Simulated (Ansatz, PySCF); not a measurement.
Reaction (SMILES): FCBr [bromo(fluoro)methane] -> F atom + [CH2]Br (the C-F bond at the site shown breaks; other sites are not compared here)
Each molecule is optimised on its own at B3LYP-D3(BJ)/def2-TZVP (Ansatz, a program for electronic structure).

Property: bond dissociation energy (electronic energy difference), in kcal/mol. Cores are frozen in the correlated levels unless marked. Open shells are spin-unrestricted. No spin-orbit coupling. Frozen are the shells of the preceding noble gas and the d and f shells that filled before the atom's block. No relativistic terms. CBS(X,Y): correlation extrapolated as X^-3; Hartree-Fock from the larger set.

```tsv
level	program	bond dissociation energy (kcal/mol)
SVWN5/def2-TZVPD	Ansatz	?
TPSS-D4/def2-TZVPD	PySCF + dftd4	112.0
M06-L-D4/def2-TZVPD	PySCF + dftd4	?
M06-2X/def2-TZVPD	PySCF	?
LC-wPBE-D3(BJ)/def2-TZVPD	Ansatz + dftd3	111.5
B2GP-PLYP-D4/def2-TZVPD	Ansatz + dftd4	110.9
B2PLYP/def2-TZVPD	Ansatz	110.9
SCS-MP2/cc-pVTZ	Ansatz	114.1
CCSD(T)/CBS(cc-pVTZ,cc-pVQZ)	Ansatz	113.4
```

### Question
Some entries are withheld; supply them.

### Answer

- SVWN5/def2-TZVPD, bond dissociation energy (kcal/mol): 139.8
- M06-L-D4/def2-TZVPD, bond dissociation energy (kcal/mol): 109.0
- M06-2X/def2-TZVPD, bond dissociation energy (kcal/mol): 114.3
